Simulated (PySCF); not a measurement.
Run record: excited-state job, `COCO[SiH2][SiH2]Br`.

Method: TDDFT CAM-B3LYP/def2-SVPD, vertical, gas phase, core orbitals frozen in the response (PySCF 2.14.0, density-fitted response routines). Geometry: GFN2-xTB. The input is one job of a driver script: a line of settings, then coordinates in Å.

Command:
```bash
OMP_NUM_THREADS=1 python probes_run.py task.json out
```

Input:
```
{"job": {"kind": "uv", "xc": "CAM-B3LYP", "basis": "def2-SVPD", "nstates": 8, "ntriplets": 3}, "charge": 0, "multiplicity": 1}
C     -2.364272    -0.289640     0.904719
O     -1.754537    -1.135126    -0.050872
C     -1.216794    -0.461178    -1.130055
O     -0.048638     0.207975    -0.820683
Si     1.133798    -0.496220     0.057491
Si     2.605743     1.246450    -0.083022
Br     4.433495     0.605004     1.016601
H     -2.668019    -0.931376     1.728251
H     -1.666520     0.470718     1.267373
H     -3.242163     0.204685     0.474666
H     -1.009116    -1.225735    -1.888309
H     -1.921380     0.280082    -1.538717
H      0.710599    -0.832794     1.422374
H      1.563325    -1.752302    -0.569513
H      2.283629     2.507979     0.589833
H      3.153251     1.610420    -1.391548
```

Output:
```
coarse grid: 63128 points
cycle   1  E = -3384.5262847507  dE = -2.415e-01  |g| = 8.196e-01  |ddm| = 5.495e+00
cycle   2  E = -3384.4746738412  dE =  5.161e-02  |g| = 1.009e+00  |ddm| = 2.220e+00
cycle   3  E = -3384.6582093464  dE = -1.835e-01  |g| = 7.501e-02  |ddm| = 1.142e+00
cycle   4  E = -3384.6592815482  dE = -1.072e-03  |g| = 3.203e-02  |ddm| = 1.446e-01
cycle   5  E = -3384.6595118160  dE = -2.303e-04  |g| = 1.298e-02  |ddm| = 5.314e-02
cycle   6  E = -3384.6595386115  dE = -2.680e-05  |g| = 3.384e-03  |ddm| = 1.631e-02
cycle   7  E = -3384.6595410579  dE = -2.446e-06  |g| = 6.670e-04  |ddm| = 4.846e-03
final grid: 130112 points
cycle   8  E = -3384.6595607409  dE = -9.106e-08  |g| = 6.269e-04  |ddm| = 5.028e-03
cycle   9  E = -3384.6595607183  dE =  2.262e-08  |g| = 7.237e-04  |ddm| = 1.414e-03
cycle  10  E = -3384.6595608019  dE = -8.362e-08  |g| = 9.376e-05  |ddm| = 6.970e-04
cycle  11  E = -3384.6595608033  dE = -1.441e-09  |g| = 1.112e-05  |ddm| = 1.025e-04
cycle  12  E = -3384.6595608034  dE = -1.091e-10  |g| = 5.196e-06  |ddm| = 5.106e-05
converged SCF energy = -3384.6595608034

Static polarisability (au): isotropic 107.709, principal 93.799 98.626 130.702

Singlet excitations
state   eV       nm        f      main configurations
  1   5.9936    206.9   0.00484   H->L 0.93
  2   6.3585    195.0   0.00769   H-1->L 0.90
  3   7.0157    176.7   0.01633   H->L+2 0.80, H->L+3 0.10
  4   7.1142    174.3   0.00463   H-3->L 0.77
  5   7.1860    172.5   0.05227   H->L+3 0.45, H-4->L 0.16
  6   7.3497    168.7   0.00271   H->L+1 0.41, H-4->L 0.18, H->L+3 0.12
  7   7.4435    166.6   0.00990   H-1->L+3 0.70, H-1->L+2 0.09
  8   7.4906    165.5   0.01887   H-1->L+2 0.77

Triplet excitations (Tamm-Dancoff, eV): 5.4878 6.0465 6.2474
```

The SCF starts on a coarse grid where the log names one; the energy can jump when the final grid takes over, and dE then counts from the start density on the new grid. H and L stand for HOMO and LUMO; the number after each pair is its weight.

Question: Give S1 in cm⁻¹ and kJ/mol.

Answer: 5.9936 eV × 8065.54 = 48342 cm⁻¹; × 96.485 = 578.3 kJ/mol.

Question: Which computed singlet has the largest oscillator strength, and what do all of them sum to?

Answer: State 5 at 7.19 eV (173 nm), f = 0.052; the 8 states sum to 0.117.

Summary of the converged run: HOMO -9.10 eV, LUMO 0.18 eV; lowest singlet 5.99 eV; lowest triplet 5.49 eV (Tamm–Dancoff); mean polarisability 107.7 au.

 Relativistic effects, spin–orbit coupling among them, are left out although an element past zinc is present.

Question: How long does this job take on Arm Neoverse N1, one thread, shared host with 64 logical CPUs at a one-minute load of 62? And the peak memory of the process?

Answer: About 2.5 min, with 1.2 GiB resident at the peak, the Python interpreter and its libraries included.

One conformer stands for the species.
Labels such as C1 count atoms from 1, the log's own numbers from 0.
